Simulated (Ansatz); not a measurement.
Input for Ansatz (development build ahead of 0.2.0):

```yaml
crystal:
  periodic: [false, false, false]
  atoms:
    - { symbol: Cl, position_ang: [-0.01246, 0.07351, -3.4066] }
    - { symbol: Cd, position_ang: [0.05634, 0.0235, 0.04357] }
    - { symbol: Cl, position_ang: [-0.04519, -0.04049, 3.45882] }
basis:
  gaussian: { orbitals: def2-SVP }
hamiltonian:
  xc: hf
```

The input is written out in the form of the current development build from the run's settings. The basis set brings a core potential for Cd, so the total leaves out those core electrons.

The run gave:

```yaml
Converged: yes
Total_energy: -1085.44503 hartree
Spin_squared_of_the_determinant: 0.000
```

Caution: stretched shape with no unrestricted run beside it, a lower state can exist.
